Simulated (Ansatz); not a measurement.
A basis-limit estimate, worked out

An elementary step of AlN3H8, singlet (AlN₂H₅ ([NH2][AlH][NH2]) + NH₃ → AlN₃H₆ ([NH2][Al]([NH2])[NH2]) + H₂; Al–H, H–N broken or loosened, Al–N, H–H formed or tightened). “Start” and “end” are the PBE0-D4/def2-TZVP structures reached by relaxing down either side of its saddle point, with the molecules still in contact.

Ansatz 0.2.0; basis: def2-TZVPP and def2-QZVPP; cores frozen in the correlated methods.

Energies in eV:

| quantity | end | start |
| --- | --- | --- |
| Hartree–Fock, triple zeta (X = 3) | -11159.39910 | -11159.66738 |
| Hartree–Fock, quadruple zeta (X = 4) | -11159.86694 | -11160.12246 |
| MP2 correlation, X = 3 | -20.67634 | -20.63417 |
| MP2 correlation, X = 4 | -22.16515 | -22.12303 |
| CCSD(T) correlation, X = 3 | -22.36251 | -22.38353 |

Question: Work out the step energy at the basis limit: extrapolate Hartree–Fock as E(X) = E∞ + A exp(−7.88 √X) and the MP2 correlation as E(X) = E∞ + B X^−2.97 (the exponents that Neese and Valeev fitted for def2-TZVPP and QZVPP), then add CCSD(T) − MP2 in triple zeta.

Answer: Each step is linear, so take the differences first (end − start): Hartree–Fock 0.26828 (X = 3) and 0.25552 (X = 4); MP2 correlation -0.04217 and -0.04212; CCSD(T) correlation 0.02102.
Two points give E∞ = E(4) + w [E(4) − E(3)], with w = 1/(exp(7.88 (2 − √3)) − 1) = 0.1377 for Hartree–Fock and w = 1/((4/3)^2.97 − 1) = 0.7407 for the correlation.
Hartree–Fock: 0.25552 + 0.1377 × (-0.01276) = 0.2538 eV.
MP2 correlation: -0.04212 + 0.7407 × 0.00005 = -0.0421 eV.
CCSD(T) − MP2: 0.02102 − (-0.04217) = 0.0632 eV.
Sum: 0.2538 + (-0.0421) + 0.0632 = 0.2749 eV, or 6.34 kcal/mol. Plain CCSD(T) in triple zeta gives 0.2893 eV, so the larger basis shifts the result by -0.0144 eV.

T1 diagnostic: at most 0.012.

The step is the kind of exchange with an N–H group that builds nitride films in atomic layer and chemical vapour deposition.

Labels in which every atom is bracketed show which atoms are joined, not bond orders.

For scale, one of the runs: CCSD(T)/def2-TZVPP, 247 basis functions, launched by `ansatz run in.yaml --threads 4 --pin off --events-out ev --progress --plain --max-ram 9574MiB`. The run took 120 s on 4 CPU threads of an Arm Neoverse V1 (shared host), with 5.1 GiB of host memory at its peak.
